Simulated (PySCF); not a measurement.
A geometry optimisation on `O=C([O-])OC(F)F`.

Computed with PBE0-D3(BJ)/def2-SVP geometry optimisation, gas phase (PySCF 2.14.0). Start geometry: GFN2-xTB. The input is one job of a driver script: a line of settings, then coordinates in Å.

Command:
```bash
OMP_NUM_THREADS=1 python probes_run.py task.json out
```

Input:
```
{"job": {"xc": "PBE0", "basis": "def2-SVP", "d3": "d3bj", "grid": 1, "shake": 0.01, "kind": "geom"}, "charge": -1, "multiplicity": 1}
O      0.970540     0.969690     1.188560
C      1.446530     0.168390     0.476850
O      2.486310    -0.314370     0.217760
O      0.337590    -0.555000    -0.493180
C     -0.901840    -0.147550    -0.348120
F     -1.801180    -1.147540     0.001460
F     -1.461330     0.344450    -1.512590
H     -1.021480     0.662800     0.416800
```

Problem. Estimate the output.

Solution. 
```
step   0  E = -501.37313601  max force = 0.052996
step   1  E = -501.37869985  max force = 0.008889
step   2  E = -501.37920005  max force = 0.004885
step   3  E = -501.37935458  max force = 0.005014
step   4  E = -501.37940553  max force = 0.004317
step   5  E = -501.37951212  max force = 0.001932
step   6  E = -501.37954371  max force = 0.000864
step   7  E = -501.37957851  max force = 0.000744
step   8  E = -501.37959185  max force = 0.000375
optimisation converged
```

Energies in Eh; «max force» is the largest Cartesian gradient component in Eh/bohr.

Problem. How much energy does the optimisation release, in kcal/mol?

Solution. E(step 0) − E(last step) = 0.006456 Eh, which is 4.1 kcal/mol.

Main results: final energy -501.37959 Eh after 8 steps.

Time: 39 s wall; peak memory 0.42 GiB. Hardware: an Arm Neoverse V1 with one thread, shared host with 32 logical CPUs at a one-minute load of 34.
Labels such as C1 count atoms from 1, the log's own numbers from 0.
